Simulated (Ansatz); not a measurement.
Mulliken charges of `BC(B)=C` from B3LYP/def2-TZVPP in Ansatz (PBE0-D4/def2-TZVP geometry).

```
atom   x (Å)   y (Å)   z (Å)  charge (e)
  B1  -1.155   0.579  -0.822      -0.080
  C2   0.016   0.006   0.012      -0.090
  B3   0.522  -1.455  -0.063      -0.080
  C4   0.644   0.843   0.869      -0.105
  H5  -1.755  -0.099  -1.605       0.034
  H6  -1.471   1.729  -0.685       0.019
  H7   1.440  -1.799   0.630       0.019
  H8   0.019  -2.253  -0.799       0.034
  H9   1.477   0.514   1.488       0.124
 H10   0.346   1.885   0.978       0.124
```

Task: By hand: the dipole of these point charges (1 e Å = 4.8032 D).

Result: Σ q r = (0.148, 0.197, 0.201) e Å, of length 0.318 e Å = 1.53 D.

Task: How does the dipole of the full density compare? (Estimate.)

Result: Ansatz gave: (0.158, 0.211, 0.216) e Å, 1.64 D; the point charges give 0.93 times that, at 0° from its direction.

Point charges leave out the atoms' own dipoles, such as those of lone pairs, and Mulliken's split depends on the basis, so the close match here is no proof of good charges.

B3LYP here is the variant with VWN-RPA as its local correlation; programs differ in this.
